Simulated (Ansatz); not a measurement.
A nudged elastic band was laid between two geometries of CH8BNO (12 atoms, charge 0, multiplicity 1).

These are results of Ansatz, RKS B3LYP-D4/6-31G*, not measurements.

```
movable images  : 3
climbing image  : no
spring          : 5.0 eV/Å²
optimiser       : quadratic models (default)
start path      : through a guess of the saddle point
force threshold : 0.03 eV/Å
iteration limit : 60
end points      : relaxed
```

Image 0:

```xyz
12
Properties=species:S:1:pos:R:3
B 0.254 0.183 0.347
O -0.972 -0.211 0.987
H -1.662 -0.347 0.326
H 1.254 -0.261 0.880
H 0.271 0.157 -0.872
N 0.411 1.848 0.687
H 1.321 2.167 0.352
C -0.681 2.684 0.141
H -1.620 2.270 0.510
H -0.590 3.733 0.440
H -0.660 2.604 -0.948
H 0.426 1.920 1.705
```

Image 4:

```xyz
12
Properties=species:S:1:pos:R:3
B 1.058 0.556 -0.422
O -1.452 0.723 2.357
H -2.195 0.197 2.027
H 1.988 -0.027 0.052
H 0.531 0.207 -1.439
N 0.553 1.668 0.249
H 1.016 1.989 1.094
C -0.536 2.545 -0.176
H -0.966 2.148 -1.099
H -1.313 2.587 0.594
H -0.173 3.561 -0.372
H -0.757 0.593 1.690
```

(1) Which bonds break or form, and what moves?

(2) Give the energies along the band, and the barrier.

(3) What is the geometry of the highest image?

The band took 16 iterations and of the order of 2.5 core-minutes.

Answers

(1) Bonds broken: B1–O2, N6–H12. Bonds formed: O2–H12. CH8BNO becomes CH6BN + H2O.

(2) The run converged. The highest image is number 2 of 0 to 4, 0.80 eV above the first end and 0.23 eV above the last; the last end lies 0.56 eV above the first. No image climbed, so the highest image needn't sit at the top of the path. So few images can step over the top or miss a turn of the path. The orbitals stay closed-shell, which can raise the energy where a bond breaks towards radicals; this wasn't checked here.

```tsv
image	path coordinate (Å)	energy (eV)	B1–O2 (Å)	N6–H12 (Å)	O2–H12 (Å)
0	0.00	0.00	1.44	1.02	2.65
1	1.63	0.10	1.44	1.02	2.30
2	3.27	0.80	1.60	1.08	1.59
3	4.90	0.61	3.13	2.22	0.97
4	6.53	0.56	3.75	2.22	0.97
```

(3) 
```xyz
12
Properties=species:S:1:pos:R:3:forces:R:3
B 0.303 0.204 0.231 -0.65 -0.46 0.62
O -0.626 -0.176 1.480 0.82 -0.33 -0.98
H -1.563 -0.323 1.271 0.31 -0.08 -0.34
H 1.454 -0.173 0.337 -0.37 -0.12 0.26
H -0.171 0.046 -0.872 -0.19 -0.01 0.18
N 0.293 1.794 0.627 -0.35 -0.06 0.53
H 1.193 2.176 0.911 -0.03 -0.05 -0.05
C -0.554 2.776 -0.096 -0.10 0.01 0.09
H -0.951 2.319 -1.006 0.04 0.00 0.07
H -1.376 3.047 0.570 -0.17 0.21 -0.19
H -0.009 3.688 -0.365 0.08 -0.20 0.08
H -0.243 1.370 1.467 0.61 1.09 -0.26
```

Time of the run: 2.5 min on 1 thread of Arm Neoverse V1, on a shared host, peak memory 0.15 GiB.
